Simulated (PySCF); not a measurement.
**Where the electron goes**

Compound: Nb(CH2)Cl3, CH2Cl3Nb (singlet state).
Geometry (PBE0-D3(BJ)/def2-SVP, Å), atoms numbered from 1 in this order:
```
atom  x, y, z in Å
Nb1   -0.0374    0.0819   -0.7029
C2     0.1919   -0.0176    1.1584
H3    -0.6178    0.3651    1.8014
H4     1.0422   -0.4828    1.6771
Cl5    2.0254   -0.0906   -1.6395
Cl6   -1.3129    1.9254   -1.0951
Cl7   -1.2915   -1.7813   -1.1993
```

The calculation used PySCF, TDDFT CAM-B3LYP/def2-SVPD, vertical, gas phase, core orbitals frozen in the response, def2 core potentials past Kr. Spin–orbit coupling is left out.

Frontier orbitals with the atoms that hold most of them (Löwdin shares over 4%, at most four atoms; ? is withheld):

| orbital | ε (eV) | atoms |
| --- | --- | --- |
| HOMO-3 | -11.35 | Cl6 26%, Cl7 26%, Cl5 23%, Nb1 13% |
| HOMO-2 | -11.04 | Cl7 33%, C2 23%, Cl6 16%, Nb1 16% |
| HOMO-1 | -10.81 | ? |
| HOMO | -8.63 | C2 39%, Nb1 28%, Cl7 19%, Cl6 4% |
| LUMO | -2.24 | ? |
| LUMO+1 | -1.73 | Nb1 64%, Cl5 13%, Cl6 11%, Cl7 6% |
| LUMO+2 | -1.45 | Nb1 63%, Cl5 10%, Cl6 10%, Cl7 8% |

(1) Which atoms hold the HOMO-1, and with what shares?

(2) Give the leading atoms of the LUMO.

(3) How does S1 compare with the orbital gap of 6.40 eV?

(4) Give energy, strength and leading configuration of S1, S2, S4 and S7, and follow the Löwdin shares of the leading atoms from the occupied to the empty orbital.

Results:

(1) Cl7 (bonded to Nb) 62%; Cl6 (bonded to Nb) 20%; Cl5 (bonded to Nb) 15%.

(2) Nb1 (bonded to C and 3 Cl) 70%; Cl5 (bonded to Nb) 8%; Cl6 (bonded to Nb) 8%; Cl7 (bonded to Nb) 7%. By element: niobium 70%, chlorine 23%.

(3) S1 is at 2.20 eV (f = 0.0021), 4.19 eV below the gap, made of HOMO→LUMO (97%). Without the coupling terms of the response equations the lowest excitation would equal the gap.

(4) 
- S1 (2.20 eV, f 0.0021), HOMO→LUMO (97%): C2 39% → at most 7%, Nb1 28% → 70%, Cl5 at most 5% → 8%; the Löwdin share of niobium is 28% in HOMO and 70% in LUMO
- S2 (3.05 eV, f 0.0076), HOMO→LUMO+1 (94%): C2 39% → at most 7%, Nb1 28% → 64%, Cl5 at most 5% → 13%; the Löwdin share of niobium is 28% in HOMO and 64% in LUMO+1
- S4 (4.70 eV, f 0.0001), HOMO-2→LUMO (76%): Cl7 33% → 7%, C2 23% → at most 7%, Nb1 16% → 70%, Cl5 at most 14% → 8%; the Löwdin share of niobium is 16% in HOMO-2 and 70% in LUMO
- S7 (5.21 eV, f 0.028), HOMO-1→LUMO (78%): Cl7 62% → 7%, Cl6 20% → 8%, Nb1 at most 3% → 70%, Cl5 15% → 8%; the Löwdin share of niobium is at most 3% in HOMO-1 and 70% in LUMO

Löwdin shares depend on the basis, the more so with diffuse functions.
